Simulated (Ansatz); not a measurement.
Relaxation of ClFH4O3Ta (10 atoms, charge 0, multiplicity 2), to a largest force component of 0.03 eV/Å in at most 50 steps.

These are results of UKS PBE/def2-SVP in Ansatz 0.2.0, not measurements.

```xyz
10
Properties=species:S:1:pos:R:3
Ta -0.196 -0.102 -0.016
F 1.695 -0.416 0.159
O -0.124 -0.058 1.924
H 0.623 -0.287 2.505
Cl 0.219 0.220 -2.321
O -1.263 1.477 0.076
H -1.403 2.024 0.871
O -1.273 -1.653 -0.182
H -1.888 -2.068 0.447
H 3.773 0.045 0.103
```

Problem. Where does it end, and by what steps?

Solution. The run converged. The force dipped under the threshold on the way, but the program's further checks kept it going. After 28 steps the energy has fallen by 0.225 eV; H7 moved furthest, 0.87 Å.

| step | energy less start (eV) | largest force component (eV/Å) | accepted |
| --- | --- | --- | --- |
| 0 | 0.0000 | 0.416 | yes |
| 1 | -0.0242 | 0.237 | yes |
| 2 | -0.0558 | 0.085 | yes |
| 3 | -0.0708 | 0.042 | yes |
| 4 | -0.0810 | 0.083 | yes |
| 5 | -0.0901 | 0.126 | yes |
| 6 | -0.1011 | 0.283 | yes |
| 7 | -0.1146 | 0.542 | yes |
| 8 | -0.1316 | 0.868 | yes |
| 9 | -0.1485 | 1.016 | yes |
| 10 | -0.1690 | 1.106 | yes |
| 11 | -0.1696 | 0.761 | yes |
| 12 | -0.1979 | 0.347 | yes |
| 13 | -0.2140 | 0.218 | yes |
| 14 | -0.2173 | 0.120 | yes |
| 15 | -0.2188 | 0.076 | yes |
| 16 | -0.2206 | 0.100 | yes |
| 17 | -0.2213 | 0.048 | yes |
| 18 | -0.2219 | 0.048 | yes |
| 19 | -0.2222 | 0.065 | yes |
| 20 | -0.2225 | 0.041 | yes |
| 21 | -0.2229 | 0.026 | yes |
| 22 | -0.2232 | 0.105 | yes |
| 23 | -0.2237 | 0.053 | yes |
| 24 | -0.2240 | 0.059 | yes |
| 25 | -0.2246 | 0.047 | yes |
| 26 | -0.2248 | 0.073 | yes |
| 27 | -0.2253 | 0.036 | yes |
| 28 | -0.2255 | 0.021 | yes |

```xyz
10
Properties=species:S:1:pos:R:3
Ta -0.241 -0.161 0.118
F 1.387 -1.166 0.229
O 0.289 0.497 1.860
H 1.126 0.120 2.198
Cl 0.487 0.786 -1.900
O -1.732 1.008 0.272
H -2.198 1.777 0.634
O -1.274 -1.762 0.016
H -2.246 -1.816 0.063
H 4.563 -0.102 0.075
```

Whether the end is a true minimum wasn't checked by a vibrational analysis.

The run took 4.5 min on 4 threads of Intel(R) Xeon(R) Processor @ 2.50GHz (Skylake/Cascade Lake) (shared host), peak memory 0.25 GiB.
